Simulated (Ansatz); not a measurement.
`[OH][Ti-]1([F])([F])[O]C=CC=[O+]1` + CH₄ → `[CH3][Ti-]1([OH])([F])[O]C=CC=[O+]1` + H–F  (formal exchange of groups at a Ti–F bond)

Program: Ansatz. Geometries: PBE0-D4/def2-TZVP. ΔE: electronic, gas phase. CCSD(T)/CBS is the MP2 limit (def2-TZVPP, def2-QZVPP) plus CCSD(T) − MP2 in def2-TZVPP, frozen cores. This one scheme is used for every species. Functionals use def2-TZVPP. For Ti outer-core shells are correlated without core-valence functions, which leaves a few kJ/mol of doubt a bond. Scalar relativity is left out up to krypton. One conformer a species, not always the lowest.

```tsv
level	ΔE (eV)
PBE0-D4	2.02
HF/CBS(def2)	2.21
```

Question: What does CCSD(T)/CBS give? (Best estimate.)

Answer: Computed: +1.90 eV. The listed levels differ from it by 0.12, 0.31 eV.

Largest T1 diagnostic among the species: 0.023, so the coupled-cluster value is less sure than usual.

From PBE to PBE0 (25 % exact exchange), in def2-TZVPP and without D4, ΔE moves by −0.08 eV. Leaving LDA and LC-ωPBE aside and taking each functional with its dispersion term where it has one, the values, not all of them listed here, spread over 0.19 eV, from HSE06-D4 to B97M-V. LDA lies −0.05 eV from PBE without D4. The D4 term adds −0.07 eV with B3LYP and −0.04 eV with PBE0; it sums over pairs of atoms, weighted by their polarisabilities, and B3LYP, whose exchange is more repulsive, gets the larger term.

B3LYP here is the variant with VWN-RPA as its local correlation; programs differ in this.
